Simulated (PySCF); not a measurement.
**Worked example: oscillator strength and radiative lifetime**

Al(Me)(OH)(SMe) (C2H7AlOS), SMILES [CH3][Al]([OH])[S]C.

Geometry: TPSSh-D3(BJ)/def2-SVP. One conformer was computed; it need not be the lowest.

PySCF with TDDFT-PBE/def2-SVPD puts the first singlet state with f over 0.02 at 5.34 eV (vertical), with the transition dipole (0.156, 0.359, 0.000) in atomic units.

### Question
Find the oscillator strength, the wavelength and the radiative lifetime that this transition would have in vacuum if emission retraced absorption.

### Answer

|μ|² = 0.1532 au, so |μ| = 0.99 D. ΔE = 5.34/27.211 = 0.1962 hartree. f = (2/3) ΔE |μ|² = 0.020 (the program prints 0.020).
λ = 1239.84/5.34 = 232 nm; ν = 43070 cm⁻¹.
Einstein's coefficient A = 0.6670 ν² f s⁻¹ (ν in cm⁻¹) = 2.5e7 s⁻¹, so τ = 1/A = 40 ns. This state is S2; the lower singlet has f = 0.015. The figure is the radiative limit of this one transition; relaxation, internal conversion, crossing to triplets and a medium change what is measured.
